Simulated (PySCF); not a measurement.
SMILES COC([SiH2]O[SiH3])=O (C2H8O3Si2) (GFN2-xTB optimised geometry):

```
15

C      2.544    -1.863     0.000
O      1.119    -1.863     0.000
C      0.515    -0.669     0.000
O      1.125     0.374     0.000
Si    -1.398    -0.798    -0.001
O     -1.932     0.719     0.002
Si    -1.580     2.320     0.001
H      2.920    -1.342    -0.883
H      2.920    -1.358     0.892
H      2.851    -2.905    -0.010
H     -1.848    -1.445     1.226
H     -1.846    -1.440    -1.232
H     -2.920     2.905    -0.006
H     -0.844     2.630     1.221
H     -0.831     2.628    -1.212
```

Calculation: PBE/def2-TZVP (PySCF).

Problem. What are the frontier orbital energies and the dipole moment?

Solution. HOMO-2 -7.54 eV, HOMO-1 -7.21 eV, HOMO -6.28 eV, LUMO -1.67 eV, LUMO+1 -0.86 eV; dipole moment 1.81 D.

On the same geometry PySCF 2.14.0 with PBE0/def2-TZVP gives HOMO-2 -9.00 eV, HOMO-1 -8.67 eV, HOMO -7.76 eV, LUMO -0.61 eV, LUMO+1 0.00 eV; dipole moment 1.77 D.

Meta-Löwdin charges at PBE/def2-TZVP: C1 -0.16, O2 -0.30, C3 0.25, O4 -0.42, Si5 0.80, O6 -0.81, Si7 0.72, H8 0.13, H9 0.13, H10 0.14, H11 -0.10, H12 -0.10, H13 -0.10, H14 -0.10, H15 -0.10.
